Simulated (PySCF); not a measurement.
**Worked example: oscillator strength and radiative lifetime**

Sn(H)2(Cl)(OH) (ClH3OSn), SMILES [OH][SnH2][Cl].

Geometry optimised at B3LYP-D3(BJ)/def2-SVP. The def2 effective core potentials stand for the cores of Sn; spin–orbit coupling is left out. The values are those of a single conformer.

TDA-CAM-B3LYP/def2-SVPD run with PySCF 2.14.0 puts the first singlet state with f over 0.02 at 6.35 eV (vertical), with the transition dipole (-0.149, 0.171, -0.502) in atomic units.

Q: Find the oscillator strength, the wavelength and the radiative lifetime that this transition would have in vacuum if emission retraced absorption.

A: 
|μ|² = 0.3034 au, so |μ| = 1.40 D. ΔE = 6.35/27.211 = 0.2334 hartree. f = (2/3) ΔE |μ|² = 0.047 (the program prints 0.047).
λ = 1239.84/6.35 = 195 nm; ν = 51216 cm⁻¹.
Einstein's coefficient A = 0.6670 ν² f s⁻¹ (ν in cm⁻¹) = 8.3e7 s⁻¹, so τ = 1/A = 12 ns. This state is S1. The figure is the radiative limit of this one transition; relaxation, internal conversion, crossing to triplets and a medium change what is measured.
